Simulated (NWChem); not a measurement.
Species: C2H4ClNOSi; SMILES C[Si@@H](Cl)OC#N

```xyz
10

C     -1.9651     0.2696     0.3647
Si    -0.2897     0.4123    -0.4281
Cl     0.6883     2.1341     0.1226
O      0.7363    -0.8356     0.1620
C      0.4170    -2.0846     0.0561
N      0.1500    -3.2171    -0.0238
H     -2.4009    -0.7152     0.1579
H     -2.6432     1.0340    -0.0309
H     -1.8991     0.3962     1.4503
H     -0.2908     0.3162    -1.9011
```
Atoms are numbered in this order, from 1.

Program: NWChem. Pople sets run with spherical d functions. Coordinates come from a B3LYP/6-31G* (spherical d) optimisation. Level: B3LYP/6-31G* with SMD (1 M gas to 1 M solution), gas-phase geometry. Reactions with the solvent are ignored.

Task: Estimate the computed values for solvent water. Quantities: solvation free energy (kcal/mol); cavity-dispersion-structure term (kcal/mol); dipole in solution (D).

Result: The solvation free energy (kcal/mol) comes out as -1.8. The cavity-dispersion-structure term (kcal/mol) is 6.0 and the dipole in solution (D) comes out as 4.67.
